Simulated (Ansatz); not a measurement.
Two members of one family (Oligo(EDOT), dithiol), computed with Ansatz in the gas phase. Binding counts from free atoms in the multiplicity of their measured ground term, without zero-point energy. The structures are stationary points that may keep the symmetry of their start.

First: Sc1sc(-c2sc(-c3sc(S)c4c3OCCO4)c3c2OCCO3)c2c1OCCO2 (singlet, charge 0, PBE-D4/def2-SVP geometry).

```xyz
43

S    -0.172   -2.994   -6.292
C    -0.008   -2.407   -4.648
S    -0.212   -0.708   -4.251
C    -0.006   -1.001   -2.530
C    -0.087    0.040   -1.548
S     0.052   -0.276    0.180
C    -0.188    1.421    0.589
C    -0.163    1.899    1.941
S    -0.332    3.600    2.355
C    -0.157    3.283    4.073
S    -0.127    4.582    5.251
C     0.025    1.923    4.305
C     0.016    1.149    3.106
O     0.180   -0.209    3.099
C     0.738   -0.683    4.327
C     0.027   -0.055    5.519
O     0.191    1.366    5.535
C    -0.366    2.172   -0.575
C    -0.306    1.401   -1.767
O    -0.455    1.949   -3.009
C    -1.024    3.260   -2.955
C    -0.361    4.098   -1.868
O    -0.576    3.521   -0.576
C     0.212   -2.364   -2.309
C     0.208   -3.156   -3.496
O     0.400   -4.504   -3.478
C     0.918   -4.966   -2.227
C     0.201   -4.312   -1.053
O     0.404   -2.896   -1.064
H     1.148   -2.926   -6.662
H    -1.462    4.599    5.566
H     0.615   -1.783    4.330
H     1.827   -0.444    4.365
H    -1.058   -0.310    5.483
H     0.448   -0.432    6.472
H    -2.119    3.187   -2.763
H    -0.867    3.716   -3.953
H     0.732    4.180   -2.068
H    -0.796    5.116   -1.837
H     2.011   -4.748   -2.167
H     0.775   -6.064   -2.213
H    -0.889   -4.539   -1.099
H     0.603   -4.683   -0.090
```

```
           level  HOMO (eV)  LUMO (eV)  gap (eV)  binding per atom (eV)
 PBE-D4/def2-SVP      -4.07      -2.10      1.97                   5.09
PBE0-D4/def2-SVP      -4.98      -1.63      3.35                   4.92
```

Second: Sc1sc(-c2sc(-c3sc(-c4sc(S)c5c4OCCO5)c4c3OCCO4)c3c2OCCO3)c2c1OCCO2 (singlet, charge 0, PBE-D4/def2-SVP geometry).

Cartesian coordinates in Å:
```
S -0.068 -7.288 4.579
C -0.748 -5.860 3.820
S 0.256 -4.539 3.253
C -1.130 -3.588 2.744
C -0.968 -2.295 2.134
S 0.361 -1.987 1.023
C -0.139 -0.323 0.752
C 0.583 0.573 -0.101
S 0.077 2.233 -0.384
C 1.452 2.563 -1.430
C 1.621 3.859 -2.034
S 1.203 5.330 -1.173
C 1.674 6.356 -2.516
S 1.599 8.105 -2.421
C 2.155 5.581 -3.567
C 2.111 4.174 -3.302
O 2.478 3.244 -4.232
C 3.307 3.813 -5.247
C 2.700 5.106 -5.777
O 2.595 6.094 -4.748
C 2.253 1.428 -1.549
C 1.755 0.312 -0.815
O 2.381 -0.902 -0.791
C 3.737 -0.821 -1.243
C 3.838 0.033 -2.501
O 3.423 1.377 -2.246
C -1.297 -0.056 1.486
C -1.756 -1.152 2.274
O -2.830 -1.052 3.107
C -3.652 0.074 2.790
C -2.810 1.327 2.578
O -1.919 1.160 1.472
C -2.310 -4.277 3.028
C -2.094 -5.553 3.645
O -3.114 -6.384 3.991
C -4.358 -6.011 3.393
C -4.572 -4.504 3.448
O -3.556 -3.822 2.712
H 0.007 -8.087 3.466
H 0.390 8.286 -3.040
H 4.325 4.007 -4.841
H 3.383 3.059 -6.054
H 1.691 4.898 -6.203
H 3.336 5.544 -6.571
H 4.067 -1.859 -1.441
H 4.376 -0.389 -0.440
H 3.212 -0.409 -3.310
H 4.888 0.086 -2.852
H -4.249 -0.140 1.874
H -4.346 0.211 3.642
H -3.450 2.199 2.341
H -2.226 1.550 3.501
H -5.151 -6.544 3.956
H -4.384 -6.354 2.333
H -5.540 -4.230 2.984
H -4.571 -4.157 4.507
```

Task: Estimate the same table for the second.

Result: 
| level | HOMO (eV) | LUMO (eV) | gap (eV) | binding per atom (eV) |
| --- | --- | --- | --- | --- |
| PBE-D4/def2-SVP | -4.00 | -2.10 | 1.90 | 5.15 |
| PBE0-D4/def2-SVP | -4.90 | -1.63 | 3.27 | 4.98 |
